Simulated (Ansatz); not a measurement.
Frontier orbitals of C₅H₁₂O₂Si₂ (`CO[SiH2]C#C[SiH](C)OC`).

The species carries charge 0 and has multiplicity 1. All single points use the PBE0-D4/def2-TZVP geometry. It is one conformer, not always the lowest. Basis def2-TZVPP, the Gaussian-basis code of Ansatz.

Orbital energies of one run (eV). Highest occupied ones, from the top: -8.09, -8.12, -8.33, -8.44, -9.03, -9.15, -9.68, -10.16, -10.26, -11.01, -11.38, -11.74, -12.67, -12.84. Empty: -0.78, -0.62, 1.12, 1.30, 1.64, 1.83.

Task: Which functional gave them?
A. BLYP
B. LC-ωPBE
C. PBE0
D. r2SCANh

Result: C. HOMO energies: PBE0 -8.09, LC-ωPBE -10.82, r2SCANh -7.54, BLYP -6.59 eV.

LC-ωPBE has ω = 0.4 bohr⁻¹.
